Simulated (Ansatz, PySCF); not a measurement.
PySCF was given this input:
```python
from pyscf import gto, scf, dft

mol = gto.M(
    atom='''
Ta    0.000000    0.000000    0.000000
''',
    basis='def2-svpd',
    ecp={'Ta': 'def2-svpd'},
    charge=0,
    spin=3,
    verbose=4,
)

mf = dft.UKS(mol)
mf.xc = 'pbe'
mf.grids.atom_grid = (99, 590)
mf.grids.prune = None
mf.kernel()
```

Q: Give the equivalent Ansatz (a program for electronic structure) input.

A: This is not unique; one that fits is 
Ansatz 0.2 input:
```yaml
crystal:
  periodic: [false, false, false]
  atoms:
    - {symbol: Ta, position_ang: [0.00000000, 0.00000000, 0.00000000]}
basis:
  gaussian:
    orbitals: def2-SVPD
hamiltonian:
  xc: pbe
magnetization: {spin_polarized: true, initial_magnetization: 3}
accuracy: high
```

Both were run: PySCF gave -56.852492 Eh and Ansatz -56.852492 Eh, 0.000 mEh apart.
